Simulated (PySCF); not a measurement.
# Si (silicon, neutral) across methods

[Ne] 3s2 3p1 4s1, high-spin 3P determinant (an excited configuration). All numbers are calculated (PySCF 2.14, scalar relativity by spin-free X2C-1e, in dyall-av3z). The B2PLYP total includes its PT2 part (frozen core); its orbital energies are those of the SCF part.

```
 method  E (hartree)  mean ε 3s β (eV)  mean ε 3p α (eV)  mean ε 4s α (eV)  Σ⟨r²⟩ (bohr²)   ⟨S²⟩
 r2SCAN    -289.7714           -13.921            -8.037            -1.866          63.78  2.010
    UHF   -289.29002           -17.053           -11.618            -2.928          65.17  2.015
  HSE06    -289.7042           -14.442            -8.368            -1.942          63.59  2.006
 B2PLYP    -289.6922           -15.720            -9.670            -2.369          63.82  2.008
LC-wPBE    -289.7028           -17.651           -11.518            -3.245          64.36  2.008
   PBE0    -289.6869           -14.832            -8.775            -2.236          63.76  2.006
  TPSSh    -289.8171           -14.193            -8.348            -1.979          64.19  2.007
    PBE    -289.6667           -13.717            -7.645            -1.897          63.33  2.004
    LDA    -288.6441           -13.838            -7.515            -1.904          62.40  2.001
```

The outer electron is Rydberg-like, and this basis confines it to a smaller radius and binds it less than a complete one would.
